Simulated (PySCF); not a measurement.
How well do the runs reproduce experiment for anisole?

**What was measured.**

NIST CCCBDB Release 22 (SRD 101), experimental dipoles lists, for the gas: dipole moment 1.262 D.

NIST CCCBDB Release 22 (SRD 101), experimental polarizabilities lists, for the gas: mean polarisability 13.1 Å³.

The results are set against them at the end.

Compound: anisole, C7H8O.
Numbering: `[CH3:1][O:2][c:3]1[cH:4][cH:5][cH:6][cH:7][cH:8]1` (hydrogens: H9, H10, H11 on C1; H12 on C4; H13 on C5; H14 on C6; H15 on C7; H16 on C8)

Structure used (GFN2-xTB), in Å, numbered top down from 1:
```xyz
16
C7H8O angstrom
C     -2.6785    0.1437   -0.2118
O     -1.5991   -0.5637   -0.7701
C     -0.3394   -0.2854   -0.3282
C      0.6872   -1.0236   -0.9193
C      1.9979   -0.8192   -0.5436
C      2.3100    0.1242    0.4237
C      1.2949    0.8559    1.0097
C     -0.0268    0.6579    0.6436
H     -3.5701   -0.2402   -0.7056
H     -2.7598   -0.0304    0.8664
H     -2.5965    1.2193   -0.4005
H      0.4259   -1.7519   -1.6710
H      2.7819   -1.3992   -1.0074
H      3.3363    0.2855    0.7165
H      1.5256    1.5934    1.7645
H     -0.7972    1.2426    1.1216
```

Runs made with PySCF (gas phase, on this GFN2-xTB geometry; no spin–orbit coupling):

```csv
level,job,basis functions
PBE0/pcSseg-1,"shieldings, ring-centre shieldings, charges and field gradients, density and orbital grids written",176
CAM-B3LYP/def2-SVPD,"6 singlets by full TDDFT, 2 Tamm–Dancoff triplets, polarisability",227
PBE0/def2-SVPD,"6 singlets by full TDDFT, 2 Tamm–Dancoff triplets, polarisability, density and orbital grids written",227
"B97-D/6-31G*, start guess atom","12 singlets by full TDDFT, 5 Tamm–Dancoff triplets, polarisability",128
B3LYP/pcJ-1,"spin–spin couplings from 15 perturbed nuclei, spin–dipole term left out",296
wB97X-D/aug-cc-pVDZ,"spin–spin couplings from 15 perturbed nuclei, spin–dipole term left out",256
```

All basis functions are spherical.

Results beside the measurements:

**Dipole moment.** Measured: 1.262 D (NIST CCCBDB Release 22 (SRD 101), experimental dipoles).

```csv
level,computed (D),computed − measured (D),% (from the printed values)
PBE0/pcSseg-1,1.407,+0.145,+11
CAM-B3LYP/def2-SVPD,1.292,+0.030,+2
PBE0/def2-SVPD,1.277,+0.015,+1
B97-D/6-31G*,1.295,+0.033,+3
B3LYP/pcJ-1,1.382,+0.120,+10
wB97X-D/aug-cc-pVDZ,1.271,+0.009,+1
```

Closest is wB97X-D/aug-cc-pVDZ (+0.009 D), furthest PBE0/pcSseg-1 (+0.145 D); one molecule doesn't rank methods. All 6 levels lie above the measurement. The computed dipoles belong to one fixed geometry; measured ones are averaged over vibrations unless marked μe. Magnitudes are compared, not signs.

**Mean polarisability.** Measured: 13.1 Å³ (NIST CCCBDB Release 22 (SRD 101), experimental polarizabilities).

```tsv
level	computed (Å³)	computed − measured (Å³)	% (from the printed values)
CAM-B3LYP/def2-SVPD	12.51	-0.59	-5
PBE0/def2-SVPD	12.56	-0.54	-4
B97-D/6-31G*	10.66	-2.44	-19
```

Closest is PBE0/def2-SVPD (-0.54 Å³), furthest B97-D/6-31G* (-2.44 Å³); one molecule doesn't rank methods. All 3 levels lie below the measurement. The computed values are static and purely electronic, with core orbitals frozen in the response (1 au = 0.148185 Å³). The table of measured values doesn't say here whether a value is static or optical, or holds a vibrational part.

No measured geometry was used, and the causes of the misses weren't examined.
